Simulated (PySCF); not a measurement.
A structure optimised at PBE0-D3(BJ)/def2-SVP, used in a PySCF frequency run:

```
O
Si 1 1.6440
F 2 1.6319 1 108.31
Si 1 1.6748 2 140.80 3 47.65
H 2 1.4871 3 107.32 1 -116.80
H 4 1.4903 1 106.95 2 174.20
H 4 1.4966 6 109.10 1 117.18
C 4 1.8645 6 111.90 7 122.78
H 8 1.1007 4 110.72 6 56.11
H 8 1.1010 9 107.98 4 -120.54
H 8 1.1012 9 108.33 10 -117.37
Si 2 2.3427 5 115.08 3 119.00
H 12 1.4948 2 110.71 5 -57.69
H 12 1.4952 13 109.10 2 120.37
H 12 1.4953 13 109.00 14 118.85
```

### Question
Write its SMILES and formula.

### Answer
C[SiH2]O[Si@H](F)[SiH3], CH9FOSi3

### Question
What are its rotational constants (standard atomic weights)?

### Answer
2.7384, 1.0073, 0.87043 GHz
